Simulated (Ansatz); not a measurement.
Al₅As₅⁻. The state is a doublet with charge -1. Geometry PBE-D4/def2-SVP, that of the neutral singlet; atoms count from 1.

Cartesian coordinates in Å:
```
Al 0.275 0.430 1.834
Al 1.510 0.997 -0.592
Al -2.314 0.673 0.740
Al 1.062 -1.799 0.119
Al -0.948 1.299 -1.937
As -0.321 2.387 0.396
As -1.097 -1.687 1.431
As 0.750 -0.838 -2.199
As 2.564 -0.230 1.249
As -1.480 -1.231 -1.041
```

The structure comes from a short search, and lower isomers may exist.

(1) Estimate the Mulliken populations from the PBE0/def2-SVP orbitals of Ansatz.

(2) Where does the spin sit?

(3) And the Mayer bond orders between heavy atoms (over 0.3)?

Answers

(1) 
```json
{"atom": "Al1", "charge (e)": "0.15", "spin (α − β)": "0.30"}
{"atom": "Al2", "charge (e)": "0.15", "spin (α − β)": "0.30"}
{"atom": "Al3", "charge (e)": "0.11", "spin (α − β)": "0.07"}
{"atom": "Al4", "charge (e)": "0.25", "spin (α − β)": "0.11"}
{"atom": "Al5", "charge (e)": "0.11", "spin (α − β)": "0.07"}
{"atom": "As6", "charge (e)": "-0.44", "spin (α − β)": "0.00"}
{"atom": "As7", "charge (e)": "-0.35", "spin (α − β)": "-0.01"}
{"atom": "As8", "charge (e)": "-0.35", "spin (α − β)": "-0.01"}
{"atom": "As9", "charge (e)": "-0.39", "spin (α − β)": "-0.03"}
{"atom": "As10", "charge (e)": "-0.22", "spin (α − β)": "0.19"}
```
Mulliken values depend strongly on the basis.

(2) Summed by element: Al 0.85, As 0.15, of 1 unpaired in all. Largest on single atoms: Al2 0.30, Al1 0.30, As10 0.19.

(3) Al1–As6 0.75 (2.50 Å); Al1–As7 0.70 (2.55 Å); Al1–As9 0.86 (2.45 Å); Al2–As6 0.74 (2.50 Å); Al2–As8 0.70 (2.56 Å); Al2–As9 0.86 (2.45 Å); Al3–As6 0.50 (2.65 Å); Al3–As7 0.32 (2.74 Å); Al3–As10 0.40 (2.74 Å); Al4–As7 0.69 (2.53 Å); Al4–As8 0.69 (2.53 Å); Al4–As9 0.88 (2.45 Å); Al5–As6 0.50 (2.65 Å); Al5–As8 0.32 (2.74 Å); Al5–As10 0.41 (2.74 Å); As7–As10 0.77 (2.54 Å); As8–As10 0.77 (2.54 Å).
